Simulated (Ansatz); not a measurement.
```xyz
10

H     1.2610    0.0000    0.0000
H     1.0202    0.7412    0.0000
H     0.3897    1.1993    0.0000
H    -0.3897    1.1993    0.0000
H    -1.0202    0.7412    0.0000
H    -1.2610    0.0000    0.0000
H    -1.0202   -0.7412    0.0000
H    -0.3897   -1.1993    0.0000
H     0.3897   -1.1993    0.0000
H     1.0202   -0.7412    0.0000
```

Basis set: 6-31G (spherical functions). All electrons are correlated. Charge 0, multiplicity 1.

Computed with Ansatz (development build ahead of 0.2.0); each method stands on the lowest determinant of its kind that the runs found. Restricted open shells among the atoms or ions are ROHF, correlated in semicanonical orbitals with singles.

(1) Give the atomization energy at this shape (free ground-state atoms in the same class of orbitals less the molecule, no zero-point energy) of singlet H10 by RHF-MP2, RHF.

Results:

(1)

```tsv
method	atomization energy
RHF-MP2	221.30 kcal/mol
RHF	146.17 kcal/mol
```

Caution: no unrestricted run beside it, a lower state can exist; the shape is not the minimum.

This basis has no polarisation functions and is too small for such energies, which can lie far from measured ones in either direction.
